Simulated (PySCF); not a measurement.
Input for PySCF: R-MP2/6-31G* on CH3Cl (SMILES CCl) with ghost functions, monomers drawn apart or pushed together.

```python
from pyscf import gto, scf, dft, mp
from pyscf.data.elements import chemcore

mol = gto.M(
    atom='''
    C     0.67393480    0.09673560    3.13207775
    Cl   -1.09401121    0.42178313    2.99627775
    H     1.06301609   -0.00206753    2.12239851
    H     1.12679371    0.93463557    3.65332629
    H     0.80057528   -0.82047778    3.69913737
    ghost-N    0.27941773    0.08280984    0.00810242
    ghost-H    0.43855938    0.86483503   -0.61656779
    ghost-H    0.13857952   -0.73979550   -0.56683603
    ghost-H   -0.58876023    0.26029502    0.50291554
    ''',
    basis='6-31g*',
    cart=True,
    charge=0, spin=0, verbose=3, max_memory=1800)
mf = scf.RHF(mol)
mf.conv_tol = 1e-8
mf.max_cycle = 100
mf.kernel()
if not mf.converged:
    mf = mf.newton().run(mf.mo_coeff, mf.mo_occ)
pt = mp.MP2(mf, frozen=chemcore(mol)).run()
```

Give the final energy of this run.

-499.3552 hartree.
